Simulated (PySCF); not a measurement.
Rigid-rotor lines calculated for a species of formula H8N2Si2 (commonest isotopes; PBE0-D3(BJ)/def2-SVP geometry optimisation, gas phase (PySCF)), labelled J(Ka,Kc):

```tsv
transition	MHz
2(0,2) ← 1(0,1)	7159.6
2(1,1) ← 1(1,0)	7240.4
2(1,2) ← 1(1,1)	7079.5
1(1,1) ← 0(0,0)	16144.6
1(0,1) ← 0(0,0)	3580.0
```

Find the rotational constants.

1(0,1) ← 0(0,0) is B + C, 2(1,1) ← 1(1,0) is 3B + C and 2(1,2) ← 1(1,1) is B + 3C, so B − C is half the difference of the last two, 80.4 MHz. 1(1,1) ← 0(0,0) is A + C. A = 14394.8, B = 1830.2, C = 1749.8 MHz.

What moments of inertia, asymmetry and inertial defect follow?

I = 505379 MHz·u·Å² over each constant: Ia = 35.11, Ib = 276.13, Ic = 288.82 u·Å²; κ = (2B − A − C)/(A − C) = -0.987 (near-prolate asymmetric top); Δ = Ic − Ia − Ib = -22.42 u·Å².

Which dipole components do these lines need?

μa and μb (a-type: ΔKa even, ΔKc odd; b-type: both odd). The calculation gives |μa| = 1.46 D, |μb| = 1.12 D, |μc| = 0.06 D.

Predict further lines from these constants: 2(1,2) ← 1(0,1); 2(2,0) ← 1(1,1); 2(2,1) ← 1(1,0); 1(1,0) ← 1(0,1); 2(2,1) ← 2(1,2).

```csv
transition,MHz,type,branch
"1(1,0) ← 1(0,1)",12645,b,Q
"2(1,2) ← 1(0,1)",19644,b,R
"2(2,1) ← 2(1,2)",37935,b,Q
"2(2,1) ← 1(1,0)",44934,b,R
"2(2,0) ← 1(1,1)",45015,b,R
```

Which structure gave them?

`N[SiH2]N[SiH3]`, point group C1. Three constants can't fix a structure by themselves; this is the one that was computed:
```xyz
12
H8N2Si2 angstrom
N     -2.227    0.053   -0.728
Si    -1.003   -0.135    0.470
N      0.527   -0.436   -0.295
Si     2.101    0.183    0.116
H     -3.172   -0.260   -0.541
H     -2.208    0.814   -1.396
H     -0.730    1.045    1.355
H     -1.504   -1.257    1.326
H      0.518   -1.177   -0.992
H      2.810   -0.593    1.186
H      1.962    1.590    0.596
H      2.965    0.144   -1.104
```

The values belong to one conformer (point group C1) with, in the numbering `[NH2:1][SiH2:2][NH:3][SiH3:4]`, H–N1–Si2–N3 147° and -64°, N1–Si2–N3–Si4 139°. No PBE0-D3(BJ)/def2-SVP frequencies stand behind this structure, so it isn't proved a minimum. Constants of a rigid frame at the computed geometry: no zero-point averaging, no centrifugal distortion. A rigid rotor knows nothing of inversion at nitrogen or internal rotation, which can split or shift real lines. Quadrupole hyperfine structure (14N) is left out.

Time: 34 s of wall time; peak memory 0.42 GiB. Hardware: one thread of an Arm Neoverse V1, shared host. That covers the optimisation of the geometry.
